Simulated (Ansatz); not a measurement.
A nudged elastic band was laid between two geometries of CH5Ga + FH (9 atoms, charge 0, multiplicity 1).

Computed with Ansatz 0.2.0, RHF/def2-SVP.

```json
{"movable images": "5", "climbing image": "yes", "spring": "5.0 eV/Å²", "optimiser": "quadratic models (default)", "start path": "through a guess of the saddle point", "force threshold": "0.05 eV/Å", "iteration limit": "60", "end points": "relaxed"}
```

Image 0:

```xyz
9
Properties=species:S:1:pos:R:3
Ga 0.005 0.073 0.251
C 0.029 0.299 2.237
H -0.906 -0.021 2.705
H 0.858 -0.238 2.708
H 0.159 1.358 2.486
H 1.369 -0.033 -0.538
H -1.342 0.296 -0.542
F -0.290 -2.315 0.543
H -0.314 -2.594 1.404
```

Image 6:

```xyz
9
Properties=species:S:1:pos:R:3
Ga -0.069 -0.458 -0.782
C -0.024 -0.185 2.852
H -0.946 -0.013 3.407
H 0.804 -0.311 3.549
H 0.178 0.682 2.220
H 1.398 0.027 -0.996
H -1.420 0.297 -0.974
F -0.225 -2.126 -0.273
H -0.127 -1.088 2.250
```

What changes between the two ends?

Bonds broken: Ga1–C2, F8–H9. Bonds formed: Ga1–F8, C2–H9. CH5Ga + FH becomes CH4 + FGaH2.

Give the energies along the band, and the barrier.

The forces met the threshold. The highest image is number 2 of 0 to 6, 22.9 kcal/mol above the first end and 51.1 kcal/mol above the last; the last end lies 28.1 kcal/mol below the first. Neighbouring images differ by up to 1.5 eV, so the band resolves the path poorly. A vibrational analysis at the climbing image gives 2 clearly imaginary modes (1584i, 41i cm⁻¹): a point of higher order, so a lower path passes nearby. The orbitals stay closed-shell, which can raise the energy where a bond breaks towards radicals; this wasn't checked here.

| image | path coordinate (Å) | energy (kcal/mol) | Ga1–C2 (Å) | F8–H9 (Å) | Ga1–F8 (Å) |
| --- | --- | --- | --- | --- | --- |
| 0 | 0.00 | 0.0 | 2.00 | 0.91 | 2.42 |
| 1 | 0.82 | 3.3 | 2.02 | 0.91 | 2.31 |
| 2 | 1.63 | 22.9 | 2.19 | 1.12 | 2.01 |
| 3 | 2.21 | -12.2 | 2.48 | 1.69 | 1.82 |
| 4 | 2.79 | -25.6 | 2.88 | 2.16 | 1.76 |
| 5 | 3.36 | -27.9 | 3.26 | 2.55 | 1.75 |
| 6 | 3.94 | -28.1 | 3.64 | 2.73 | 1.75 |

What is the geometry of the highest image?


```xyz
9
Properties=species:S:1:pos:R:3
Ga -0.033 -0.190 0.061
C -0.041 -0.121 2.251
H -0.993 -0.129 2.786
H 0.749 -0.498 2.904
H 0.211 0.937 2.096
H 1.400 0.023 -0.514
H -1.409 0.277 -0.504
F -0.188 -2.102 0.666
H -0.128 -1.373 1.508
```

The run took 98 s on 1 thread of Arm Neoverse V2 (shared host), peak memory 0.17 GiB.
